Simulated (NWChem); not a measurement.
AgCl; SMILES [Ag][Cl]

Results from NWChem. Structure relaxed at the PBE-D3(BJ)/def2-SVP level. def2 effective core potentials on Ag; no spin-orbit coupling.

Problem. Predict the results for OLYP/def2-TZVP. Quantities: highest occupied level (eV); orbital gap (eV); dipole (D).

Solution. 
```yaml
highest occupied level (eV): -6.10
orbital gap (eV): 2.18
dipole (D): 5.15
```
